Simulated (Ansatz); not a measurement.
`C[C@H]1B[C@@H]1F`, relaxed with RKS PBE-D4/def2-SVP in the Gaussian-basis code of Ansatz from a rough embedded geometry. The force threshold is 0.03 eV/Å; the program also tests the step.

The species carries charge 0 and has multiplicity 1.

Start:

```xyz
11

C    -0.178    0.382    1.268
C    -0.553   -0.200   -0.075
B     0.069    0.615   -1.286
C     0.587   -0.789   -0.858
F     0.219   -1.856   -1.642
H    -0.999    1.153    1.556
H     0.785    0.837    1.329
H    -0.306   -0.432    2.014
H    -1.558   -0.600   -0.258
H     0.358    1.707   -1.776
H     1.576   -0.818   -0.273
```

(1) By how much does the energy fall, and how many steps does the optimiser take? (Estimate.)

(2) Which bonds change most? (Best estimate.)

(3) Give the relaxed structure. (Best estimate.)

## Answers

(1) Computed: 52.70 kJ/mol, in 13 steps, 1 of them rejected.

(2) The calculation gave: C1–H6 from 1.163 to 1.109 Å; C2–B3 from 1.586 to 1.543 Å; C1–H7 from 1.067 to 1.109 Å; C4–H11 from 1.149 to 1.111 Å.

(3) Computed: 
```xyz
11

C    -0.261    0.286    1.431
C    -0.357    0.075   -0.063
B     0.134    0.638   -1.412
C     0.658   -0.705   -0.894
F     0.396   -1.956   -1.421
H    -0.865    1.158    1.757
H     0.791    0.477    1.724
H    -0.611   -0.602    1.997
H    -1.411   -0.099   -0.415
H    -0.127    1.406   -2.304
H     1.653   -0.677   -0.401
```
